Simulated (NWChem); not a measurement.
# SnH2O, singlet; SMILES [OH][SnH]

```xyz
4

Sn     0.0383    -0.3053     0.0000
H     -1.7629    -0.4000     0.0000
O      0.0804     1.6956     0.0000
H     -0.7949     2.1003     0.0000
```
Atoms are numbered in this order, from 1.

Results from NWChem. Low-valent species are run as closed-shell singlets; no triplet was tried in these runs. Coordinates come from a PBE0/def2-SVP optimisation. No frequency run checked for a minimum. def2 effective core potentials on Sn; no spin-orbit coupling. Ions are spin-unrestricted doublets at the neutral geometry; other ion states weren't tried.

For level PBE/def2-SVP:

| Item | Result |
|---|---|
| vertical ionisation energy, ΔSCF (eV) | 9.04 |
| −ε(HOMO) (eV) | 5.70 |

Question: Estimate the same quantities for level CAM-B3LYP/def2-SVP.

Answer: The vertical ionisation energy, ΔSCF (eV) is 9.25. The −ε(HOMO) (eV) is 8.01.
